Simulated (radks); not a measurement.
Task: Species: Cu VIII. Configuration: [Ar] 3d4. All-electron calculation, scalar-relativistic Kohn-Sham, r2SCAN, spin-unpolarised, spherical densities, finite nucleus; meta-GGA in the generalised Kohn-Sham scheme; Fermi nuclear charge, rms radius 3.8823 fm. Program: a radial shooting solver on a logarithmic mesh with Libxc functionals. Some entries of the table are withheld. Estimate them.

| orbital | occ. | eigenvalue (hartree) | <1/r> (bohr^-1) | r(max) (bohr) |
|---|---|---|---|---|
| 1s | 2 | (1) | 29.15 | 0.03412 |
| 2s | 2 | -45.55017 | 6.349 | (2) |
| 2p | 6 | -40.08274 | 6.212 | 0.1583 |
| 3s | 2 | (3) | 2.110 | (4) |
| 3p | 6 | (5) | 1.989 | 0.5991 |
| 3d | 4 | -5.52876 | 1.771 | (6) |

Result: 
(1) 1s eigenvalue (hartree): -332.2667
(2) 2s r(max) (bohr): 0.1964
(3) 3s eigenvalue (hartree): -9.90525
(4) 3s r(max) (bohr): 0.5990
(5) 3p eigenvalue (hartree): -8.22541
(6) 3d r(max) (bohr): 0.5443
